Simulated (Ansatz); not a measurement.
A single point on `F[P+](F)(F)[Au-][Cl]`.

```yaml
crystal:
  periodic: [false, false, false]
  atoms:
    - {symbol: F, position_ang: [0.612302, -1.192637, 1.479117]}
    - {symbol: P, position_ang: [0.402327, -0.613232, 0.064843]}
    - {symbol: F, position_ang: [-0.085185, -1.879635, -0.669007]}
    - {symbol: F, position_ang: [1.865246, -0.572654, -0.423206]}
    - {symbol: Au, position_ang: [-0.784457, 1.194779, -0.127207]}
    - {symbol: Cl, position_ang: [-2.010232, 3.063369, -0.324541]}
basis:
  gaussian: {orbitals: def2-TZVPP}
hamiltonian: {xc: pbe}
correlation: {method: rpa}
```

```sh
$ ansatz run in.yaml --threads 4 --pin off --events-out ev --progress --plain --max-ram 10444MiB
```

It prints (some lines left out):

```
Functional definition: PBE
1522 factors; integrals over basis functions are off by at most 9.5e-4 eV
mean field evaluation 1: about -33646.0411 eV, gradient 5.1e1 eV
mean field evaluation 2: about -33646.0352 eV, gradient 5.1e1 eV
mean field evaluation 4: about -33649.1990 eV, gradient 1.6e1 eV
mean field evaluation 8: about -33649.7383 eV, gradient 7.7e-1 eV
mean field evaluation 16: about -33649.7388 eV, gradient 3.8e-4 eV
mean field -33649.73881244 eV, -1236.6050927451 hartree, gradient 5.9e-6 eV, S^2 0.000000; 0 other end points of the search recorded, 0 dependent functions left out
13 core orbitals not correlated: weight in the atoms' cores, before any rotation towards them, 1.000 or more for the frozen orbitals, at most 0.000 for the correlated occupied ones
reference -33567.94291332 eV, -1233.5991488957 hartree; 26, 26 occupied and 194, 194 virtual orbitals, 1522 factors
Total energy: -33634.67737412 eV, -1236.0515950957 hartree
```

Run time 7.5 s (4 threads of an Arm Neoverse V2 on a shared host); peak host memory 0.58 GiB.
